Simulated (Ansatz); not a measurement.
Coupled-cluster diagnostics for Si₆H₁₂, a cluster cut from the lattice of silicon, Ansatz.

Geometry of the singlet (B3LYP-D4/def2-SVP):

```xyz
18

Si   -0.373   -0.941   -2.012
Si   -0.736   -1.124    1.807
Si   -0.066    2.248    0.101
Si    0.739    1.124   -1.805
Si    0.373    0.943    2.011
Si    0.062   -2.249   -0.102
H     0.059   -1.655   -3.252
H    -1.844   -0.691   -2.101
H    -0.537   -1.956    3.033
H    -2.201   -0.873    1.642
H     0.563    3.599    0.225
H    -1.544    2.429   -0.033
H     2.203    0.870   -1.635
H     0.546    1.955   -3.033
H     1.845    0.695    2.099
H    -0.059    1.656    3.251
H     1.540   -2.434    0.030
H    -0.572   -3.597   -0.226
```

Correlated methods freeze 30 core orbitals.

Estimate the CCSD(T) correlation energy, the shares of MP2 and (T), T1 and the reference's ⟨S²⟩ for: charge 0, singlet, own geometry in def2-SVP; and the rough time on 4 threads of AMD EPYC 7B13 on a shared host.


```
                          state     basis  correlation (eV)  MP2 share (%)  (T) share (%)     T1  ⟨S²⟩ (pure)  wall time
charge 0, singlet, own geometry  def2-SVP           -19.993           81.1            3.2  0.013  0.00 (0.00)       19 s
```
Customary marks for T1 are 0.02 (closed shells), 0.045 (open shells) and about 0.05 (3d metals). T1 stays under 0.02 throughout.
